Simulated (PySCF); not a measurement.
Species: [ReNF4]- (charge -1 and doublet state).
Geometry (PBE0-D3(BJ)/def2-SVP, Å), atoms numbered from 1 in this order:
```xyz
6
F4NRe angstrom
Re     0.000    0.000    0.079
N      0.002   -0.010    1.719
F      1.848    0.006   -0.452
F     -0.004    1.851   -0.441
F     -1.849   -0.001   -0.446
F      0.003   -1.846   -0.457
```

Computed, not measured: PBE0-D3(BJ)/def2-SVP geometry optimisation, gas phase, def2 core potentials past Kr in PySCF 2.14.0.

(1) Which atoms are bound to Re1, and at what distances?

(2) List the angles at Re1.

(3) What is the shape at Re1?

(4) What are the rotational constants (commonest isotopes, rigid rotor)?

Results:

(1) 5 atoms: N2 1.640 Å, F4 1.922 Å, F3 1.923 Å, F5 1.923 Å, F6 1.923 Å.

(2) 
```tsv
angle	degrees	distance of the outer atoms (Å)
F4–Re1–F6	148.1	3.70
F3–Re1–F5	148.1	3.70
N2–Re1–F4	106.0	2.85
N2–Re1–F3	106.0	2.85
N2–Re1–F5	105.9	2.85
N2–Re1–F6	105.8	2.85
F3–Re1–F6	85.7	2.61
F4–Re1–F5	85.7	2.61
F3–Re1–F4	85.7	2.61
F5–Re1–F6	85.6	2.61
```

(3) Square pyramidal: τ5 = (β − α)/60° = 0.00 from the two widest angles, 148.1° and 148.1° (0 for a square pyramid, 1 for a trigonal bipyramid).

(4) A = 2694, B = 2693, C = 1946 MHz: an oblate symmetric top.

Point group: C4v (tolerance 0.08 Å). Charge -1, doublet. ⟨S²⟩ = 0.760 (exact for a doublet: 0.75). No PBE0-D3(BJ)/def2-SVP frequencies stand behind this structure, so it isn't proved a minimum.

Hardware: an x86-64 server with one thread, no GPU (shared host). Cost: 84 s of wall time. That covers the optimisation of the geometry.

Neither the SCF state along the optimisation nor the shape of the open-shell metal species was proved the lowest: other solutions of the same spin, or a structure of lower symmetry, can lie below.
